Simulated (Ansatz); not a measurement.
One change: `C[O][W]([OH])([OH])([OH])([OH])[Cl]` becomes `[OH][W]([OH])([OH])([OH])([Cl])[Cl]`.

Ansatz, PBE0-D4/def2-TZVP geometries, multiplicity 1. Each molecule was computed in one conformer, which needn't be the lowest.

Elements past krypton have def2 core potentials.

| property | `C[O][W]([OH])([OH])([OH])([OH])[Cl]` |
| --- | --- |
| LUMO energy (PBE/def2-TZVPP) / eV | -3.25 |
| HOMO–LUMO gap (ωB97M-V/def2-TZVPP) / eV | 9.78 |
| size of the dipole moment (ωB97M-V/def2-TZVPP) / D | 1.89 |
| LUMO energy (B3LYP/def2-TZVPP) / eV | -2.85 |
| ideal-gas entropy at 298 K and 1 bar (rigid rotor, harmonic PBE0-D4/def2-TZVP) / J/(mol·K) | 458 |
| HOMO–LUMO gap (PBE0/def2-TZVPP) / eV | 5.44 |

Task: What does the change do to each property? (Estimate.)

Result: Ansatz gave: 
```csv
property,`[OH][W]([OH])([OH])([OH])([Cl])[Cl]`,shift
LUMO energy (PBE/def2-TZVPP) / eV,-4.11,-0.86
HOMO–LUMO gap (ωB97M-V/def2-TZVPP) / eV,9.05,-0.73
size of the dipole moment (ωB97M-V/def2-TZVPP) / D,2.20,0.31
LUMO energy (B3LYP/def2-TZVPP) / eV,-3.73,-0.88
"ideal-gas entropy at 298 K and 1 bar (rigid rotor, harmonic PBE0-D4/def2-TZVP) / J/(mol·K)",426,-32
HOMO–LUMO gap (PBE0/def2-TZVPP) / eV,4.82,-0.62
```

With PBE0 the HOMO falls by 0.28 eV and the LUMO falls by 0.90 eV, so the gap narrows by about 0.62 eV. PBE moves the HOMO by -0.34 eV and ωB97M-V by -0.19 eV. The zero-point energy changes by -107.6 kJ/mol with -12 modes. Dipoles are sizes alone; their direction can turn.

B3LYP here is the variant with VWN-RPA as its local correlation; programs differ in this.
